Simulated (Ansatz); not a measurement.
```yaml
crystal:
  periodic: [false, false, false]
  atoms:
    - {symbol: Mo, position_ang: [0.194246, 0.167823, 0.329853]}
    - {symbol: O, position_ang: [0.291124, 0.527946, 1.829155]}
    - {symbol: O, position_ang: [1.863801, 0.022308, -0.218341]}
    - {symbol: O, position_ang: [-0.532787, 1.122418, -0.836212]}
    - {symbol: H, position_ang: [-1.029492, 1.977389, -0.715886]}
    - {symbol: O, position_ang: [-0.535424, -1.600263, 0.185311]}
    - {symbol: H, position_ang: [-0.125297, -2.447003, -0.370305]}
basis:
  gaussian: {orbitals: STO-3G}
hamiltonian: {xc: {name: B97M-V}}
scf: {omitted_lower_state_checks: [starts]}
output: {forces: true}
```

```sh
$ ansatz run in.yaml --threads 4 --pin off --events-out ev --progress --plain --max-ram 3916MiB
```

Shortened log:

```
Functional definition: B97M-V
652 factors; integrals over basis functions are off by at most 3.4e-4 eV
mean field evaluation 1: about -115245.2736 eV, gradient 6.2e1 eV
mean field evaluation 2: about -115061.9950 eV, gradient 2.1e2 eV
mean field evaluation 4: about -115255.5241 eV, gradient 1.5e1 eV
mean field evaluation 8: about -115255.8998 eV, gradient 7.4e0 eV
mean field evaluation 16: about -115255.9613 eV, gradient 3.0e-3 eV
mean field -115255.96128682 eV, -4235.5784539942 hartree, gradient 5.6e-5 eV, S^2 0.000000; 0 other end points of the search recorded, 0 dependent functions left out
reference -115255.96131769 eV, -4235.5784551288 hartree; 38, 38 occupied and 11, 11 virtual orbitals, 652 factors
Total energy: -115255.96131769 eV, -4235.5784551288 hartree
Atom 0 at     0.194246     0.167823     0.329853 Å, force     8.844124   -12.909368    -8.094910 eV/Å
Atom 1 at     0.291124     0.527946     1.829155 Å, force     0.067298     3.597351    12.010771 eV/Å
Atom 2 at     1.863801     0.022308    -0.218341 Å, force    -4.135818     0.602962     1.551401 eV/Å
Atom 3 at    -0.532787     1.122418    -0.836212 Å, force    -4.536553     5.878088    -5.903929 eV/Å
Atom 4 at    -1.029492     1.977389    -0.715886 Å, force    -0.369476     0.550464    -0.256664 eV/Å
Atom 5 at    -0.535424    -1.600263     0.185311 Å, force     0.906329    -0.911928    -0.775484 eV/Å
Atom 6 at    -0.125297    -2.447003    -0.370305 Å, force    -0.775904     3.192431     1.468814 eV/Å
Dipole moment:    -0.462445     0.268678    -0.180916 e Å
Checks for a lower state left out: starts
```

It took 3.3 s on 4 threads of Arm Neoverse V2 on a shared host.
